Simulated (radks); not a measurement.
Species: Ar3+. Configuration: [Ne] 3s2 3p3.

Calculated with a radial shooting solver on a logarithmic mesh with Libxc functionals: non-relativistic Kohn-Sham, PBEsol, spin-polarised, spherical densities, point nucleus; open shells are filled with parallel spins first.

Energy parts (Ry):
| part | energy |
|---|---|
| total | -1047.04661 |
| kinetic | 1045.88073 |
| electron-nucleus | -2443.54947 |
| Hartree | 407.95421 |
| exchange-correlation | -57.33208 |

Orbitals (lengths in bohr, moments of r in powers of bohr; <r^-3> diverges for s and p1/2; r(max) is where P^2 peaks; r(90%) holds 90 % of the orbital's charge):
orbital,occ.,eigenvalue (Ry),<r^2>,<r^-3>,r(90%),r(max)
1s up,1,-231.6352,0.01000,-,0.154,0.05659
1s down,1,-231.5776,0.010000,-,0.154,0.05659
2s up,1,-25.15320,0.2056,-,0.650,0.3406
2s down,1,-25.09837,0.2050,-,0.648,0.3408
2p up,3,-20.42600,0.1764,125.2,0.624,0.2811
2p down,3,-20.35055,0.1758,125.1,0.623,0.2815
3s up,1,-4.91671,1.908,-,1.91,1.137
3s down,1,-4.57314,1.946,-,1.94,1.136
3p up,3,-3.78612,2.231,14.14,2.10,1.197
3p down,0,-3.45616,2.320,13.85,2.15,1.201

The highest occupied level is 3p up at -51.513 eV. The density falls to 0.001 e/bohr^3 at r = 2.96 bohr. The spin density at the nucleus is -0.3136 e/bohr^3 (1s -0.5393, 2s 0.0952, 3s 0.1305), a Fermi contact field of -16.4 T. The electron density at the nucleus is 3842 e/bohr^3. Spin moment in Bohr magnetons: 3.
